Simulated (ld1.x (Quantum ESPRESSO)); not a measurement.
Ranking RRKJ potentials for chlorine (Cl)

All share these settings but for the change named:

```json
{
  "Element": "chlorine",
  "Generator": "ld1.x (Quantum ESPRESSO) 7.5",
  "Type": "norm-conserving RRKJ (Kleinman–Bylander form)",
  "Functional": "PBEsol",
  "Relativity": "scalar-relativistic",
  "Frozen core": "[Ne]",
  "Valence charge": "7",
  "Reference configuration": "3s2 3p5",
  "Partial waves": "3s (bound): rc 1.25 bohr; 3d channel at 0.45 Ry: rc 1.15 bohr; 3p (bound): rc 1.20 bohr",
  "Local potential": "the p channel",
  "Core correction": "a·sin(br)/r model core inside 1.00 bohr",
  "rho0": "0.01"
}
```

Cutoff: the first of the cutoffs (Ry, on a coarse ladder) from which the occupation-weighted sum of valence levels, in a spherical-Bessel basis at the reference potential, stays within 10 and 1 mRy of its value at 400 Ry; the density cutoff is not measured.

The base gives 70 Ry.

Of 10 variants that were run, those that failed, showed a ghost or another fault, or gave nearly equal values are left out.

A variant can come out equal or close to the base.

Question: Rank these variants from softest to hardest (loose cutoff).
A. wave 3p (bound): rc 1.20 bohr becomes 3p (bound): rc 1.70 bohr
B. wave 3p (bound): rc 1.20 bohr becomes 3p (bound): rc 1.22 bohr
C. wave 3p (bound): rc 1.20 bohr becomes 3p (bound): rc 1.10 bohr
D. wave 3p (bound): rc 1.20 bohr becomes 3p (bound): rc 0.88 bohr

Answer: A (40 Ry), B (70 Ry), C (90 Ry), D (300 Ry).
